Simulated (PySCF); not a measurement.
# Two-dimensional NMR puzzle

Compound of formula C5H8OSi. Correlations simulated from computed shifts and the bond graph:

HSQC (one-bond C–H):
```tsv
δH	δC
5.95	147.2
5.36	121.8
5.33	121.8
2.83	33.5
```

COSY cross peaks (H two or three bonds apart, from the bond graph; peaks can be absent where the dihedral angle is near 90°):
```tsv
δH	δH
5.95	5.36
5.95	5.33
5.95	2.83
5.36	5.33
```

HMBC (two and three bonds, from the bond graph):
```tsv
δH	δC
5.95	121.8, 33.5, 4.4
5.36	147.2, 33.5
5.33	147.2, 33.5
4.36	183.4, 33.5, 4.4
2.83	183.4, 147.2, 121.8, 4.4
```

Carbons without hydrogens: δ 183.4, 4.4.

PySCF 2.14.0 with density-fitted response routines calculation with shieldings: GIAO PBE0/pcSseg-1 and structure optimised with GFN2-xTB; no solvent, a single conformation, no relativistic terms, fast rotation and ring inversion assumed for equivalent nuclei.

δ = σ(ref) − σ, references computed at the same level: ¹H and ¹³C against TMS.

Exchangeable hydrogens are left out of these lists.

Question: Which molecule is this?

Answer: `C=CCC([SiH3])=C=O`.

Numbering as in the mapped SMILES `[CH2:1]=[CH:2][CH2:3][C:4]([SiH3:5])=[C:6]=[O:7]`; H(Xn) means a hydrogen on atom n. Ha(C1) is cis to C3; Hb(C1) is trans to C3.

- δC 183.4 is C6, a central carbon of a ketene.
- δC 147.2 is C2, an alkene CH (δH 5.95).
- δC 121.8 is C1, a terminal =CH2 carbon (δH 5.36, 5.33).
- δC 33.5 is C3, an allylic sp3 CH2 (δH 2.83).
- δC 4.4 is C4, a terminal carbon of a ketene.
- HMBC from δH 5.95 reaches the proton-free carbon C4.
- HMBC from δH 4.36 reaches the proton-free carbons C6, C4.
- HMBC from δH 2.83 reaches the proton-free carbons C6, C4.
- COSY links 5.95–5.36, 5.95–5.33, 5.95–2.83, 5.36–5.33.

The data come from this structure; uniqueness wasn't tested.

Shifts are as computed. Against solution values, carbons near 30 ppm lie about +3 ppm off and those near 130 ppm about +5 ppm. Of 1309 compounds with measured shifts, 239 miss one by over three times the rms of a fit or turn the order of signals round; such compounds aren't used in these exercises.
